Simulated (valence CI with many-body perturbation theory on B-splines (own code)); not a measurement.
## Tb⁵⁰⁺: calculated level list

Computed by valence CI with perturbative core correlation (CI+MBPT): five valence electrons over a frozen Dirac-Fock core [Ne], a basis of 11 s, 11 p, 10 d, 8 f, 5 g, 2 h functions for each j, with the one-electron correlation potential Σ1 (screened to all orders), the two-electron term Σ2, the three-electron term Σ3, Breit, model QED; selected single and double excitations, second order for the rest, scaled by the run's own slope (own B-spline code, finite nucleus).

The last digits are not significant, and no measured levels were compared; by estimate large intervals hold to a few tenths of a per cent, small ones and those within an open d or f shell to about a per cent. Among the levels kept, up to 3200 cm⁻¹ of a level comes from second order outside the variational space, and about a tenth of that is noise between levels of different J, which matters for small intervals.

Levels 1 to 45 of 166, with energies above the lowest level, (3s^2 3p1/2^2 3p3/2) J=3/2. "Leading %" is the weight of the configuration and term that name the level; weights of strongly mixed levels are sums over their largest components and can fall short, so below about 35 % the name and the second component can differ from the true leading terms, or belong to a minority configuration. In the jj column 3d3/2^4 stands for four electrons in 3d with j = 3/2.

| No. | Configuration | Term | J | E (eV) | Leading % | Leading jj | g |
| --- | --- | --- | --- | --- | --- | --- | --- |
| 1 | 3s2.3p3 | 2P° | 3/2 | 0.00 | 47 | 3s^2 3p1/2^2 3p3/2 (99 %) | 1.358 |
| 2 | 3s2.3p3 | 4S° | 3/2 | 179.90 | 54 | 3s^2 3p1/2 3p3/2^2 (99 %) | 1.451 |
| 3 | 3s2.3p3 | 2D° | 5/2 | 190.15 | 99 | 3s^2 3p1/2 3p3/2^2 (99 %) | 1.190 |
| 4 | 3s2.3p2.3d | 2D | 3/2 | 194.14 | 39 | 3s^2 3p1/2^2 3d3/2 (98 %) | 0.778 |
| 5 | 3s2.3p3 | 2P° | 1/2 | 203.06 | 99 | 3s^2 3p1/2 3p3/2^2 (99 %) | 0.652 |
| 6 | 3s2.3p2.3d | 2D | 5/2 | 247.94 | 30 | 3s^2 3p1/2^2 3d5/2 (95 %) | 1.208 |
| 7 | 3s.3p4 | 4P | 5/2 | 322.67 | 66 | 3s 3p1/2^2 3p3/2^2 (90 %) | 1.458 |
| 8 | 3s.3p4 | 2P | 3/2 | 348.26 | 32 | 3s 3p1/2^2 3p3/2^2 (71 %) | 1.149 |
| 9 | 3s.3p4 | 2S | 1/2 | 348.70 | 52 | 3s 3p1/2^2 3p3/2^2 (85 %) | 2.100 |
| 10 | 3s2.3p2.3d | 2F | 5/2 | 372.38 | 46 | 3s^2 3p1/2 3p3/2 3d3/2 (98 %) | 0.956 |
| 11 | 3s2.3p2.3d | 4F | 3/2 | 374.70 | 33 | 3s^2 3p1/2 3p3/2 3d3/2 (93 %) | 0.910 |
| 12 | 3s2.3p2.3d | 4D | 1/2 | 374.87 | 80 | 3s^2 3p1/2 3p3/2 3d3/2 (98 %) | 0.207 |
| 13 | 3s2.3p2.3d | 2G | 7/2 | 382.77 | 48 | 3s^2 3p1/2 3p3/2 3d3/2 (96 %) | 1.038 |
| 14 | 3s2.3p3 | 2P° | 3/2 | 384.54 | 52 | 3s^2 3p3/2^3 (98 %) | 1.298 |
| 15 | 3s2.3p2.3d | 2D | 5/2 | 407.64 | 34 | 3s^2 3p1/2 3p3/2 3d3/2 (88 %) | 1.186 |
| 16 | 3s2.3p2.3d | 2D | 3/2 | 415.09 | 26 | 3s^2 3p1/2 3p3/2 3d3/2 (78 %) | 1.237 |
| 17 | 3s2.3p2.3d | 2P | 1/2 | 415.25 | 39 | 3s^2 3p1/2 3p3/2 3d3/2 (88 %) | 1.672 |
| 18 | 3s2.3p2.3d | 4D | 7/2 | 416.80 | 47 | 3s^2 3p1/2 3p3/2 3d5/2 (99 %) | 1.304 |
| 19 | 3s2.3p2.3d | 2P | 3/2 | 425.16 | 43 | 3s^2 3p1/2 3p3/2 3d5/2 (93 %) | 1.357 |
| 20 | 3s2.3p2.3d | 2G | 9/2 | 427.87 | 60 | 3s^2 3p1/2 3p3/2 3d5/2 (99 %) | 1.189 |
| 21 | 3s2.3p2.3d | 2F | 5/2 | 428.92 | 32 | 3s^2 3p1/2 3p3/2 3d5/2 (92 %) | 1.134 |
| 22 | 3s2.3p2.3d | 2F | 7/2 | 448.48 | 56 | 3s^2 3p1/2 3p3/2 3d5/2 (94 %) | 1.113 |
| 23 | 3s2.3p2.3d | 2D | 5/2 | 449.02 | 40 | 3s^2 3p1/2 3p3/2 3d5/2 (90 %) | 1.253 |
| 24 | 3s2.3p2.3d | 2D | 3/2 | 455.73 | 61 | 3s^2 3p1/2 3p3/2 3d5/2 (95 %) | 0.929 |
| 25 | 3s2.3p2.3d | 2P | 1/2 | 458.78 | 53 | 3s^2 3p1/2 3p3/2 3d5/2 (93 %) | 1.244 |
| 26 | 3s.3p3.3d | 4D° | 5/2 | 511.84 | 28 | 3s 3p1/2^2 3p3/2 3d3/2 (93 %) | 1.279 |
| 27 | 3s.3p3.3d | 6D° | 3/2 | 513.76 | 27 | 3s 3p1/2^2 3p3/2 3d3/2 (94 %) | 1.289 |
| 28 | 3s.3p4 | 4P | 3/2 | 514.45 | 64 | 3s 3p1/2 3p3/2^3 (84 %) | 1.459 |
| 29 | 3s.3p3.3d | 4P° | 1/2 | 515.24 | 43 | 3s 3p1/2^2 3p3/2 3d3/2 (94 %) | 2.469 |
| 30 | 3s.3p3.3d | 4F° | 7/2 | 519.86 | 24 | 3s 3p1/2^2 3p3/2 3d3/2 (88 %) | 1.282 |
| 31 | 3s.3p4 | 2D | 5/2 | 528.63 | 63 | 3s 3p1/2 3p3/2^3 (83 %) | 1.286 |
| 32 | 3s.3p3.3d | 2D° | 3/2 | 535.55 | 25 | 3s 3p1/2^2 3p3/2 3d3/2 (79 %) | 0.998 |
| 33 | 3s.3p4 | 2P | 1/2 | 546.04 | 45 | 3s 3p1/2 3p3/2^3 (74 %) | 1.355 |
| 34 | 3s.3p3.3d | 4G° | 5/2 | 547.34 | 24 | 3s 3p1/2^2 3p3/2 3d3/2 (82 %) | 0.876 |
| 35 | 3s.3p4 | 2P | 3/2 | 548.05 | 42 | 3s 3p1/2 3p3/2^3 (76 %) | 1.133 |
| 36 | 3s.3p3.3d | 4D° | 1/2 | 550.74 | 45 | 3s 3p1/2^2 3p3/2 3d3/2 (87 %) | 0.562 |
| 37 | 3s.3p3.3d | 4F° | 9/2 | 556.93 | 46 | 3s 3p1/2^2 3p3/2 3d5/2 (97 %) | 1.364 |
| 38 | 3s.3p3.3d | 4D° | 5/2 | 570.54 | 31 | 3s 3p1/2^2 3p3/2 3d5/2 (94 %) | 1.387 |
| 39 | 3s2.3p.3d2 | 4G° | 5/2 | 577.50 | 46 | 3s^2 3p1/2 3d3/2^2 (83 %) | 0.770 |
| 40 | 3s.3p3.3d | 2F° | 7/2 | 578.41 | 31 | 3s 3p1/2^2 3p3/2 3d5/2 (83 %) | 1.248 |
| 41 | 3s.3p3.3d | 2D° | 3/2 | 578.97 | 30 | 3s 3p1/2^2 3p3/2 3d5/2 (83 %) | 1.149 |
| 42 | 3s2.3p2.3d | 2D | 5/2 | 589.98 | 29 | 3s^2 3p3/2^2 3d3/2 (85 %) | 1.176 |
| 43 | 3s2.3p2.3d | 2F | 7/2 | 590.47 | 48 | 3s^2 3p3/2^2 3d3/2 (94 %) | 1.113 |
| 44 | 3s2.3p2.3d | 4P | 3/2 | 592.32 | 24 | 3s^2 3p3/2^2 3d3/2 (77 %) | 1.186 |
| 45 | 3s.3p3.3d | 2F° | 7/2 | 592.91 | 26 | 3s 3p1/2^2 3p3/2 3d5/2 (88 %) | 1.170 |

The ionisation energy to 3s2.3p2 3P_0 of the next ion comes out as 4462.6 eV (NIST: 4460 ± 4 eV (theoretical)). All 166 levels together are meant to be complete up to 897.37 eV.
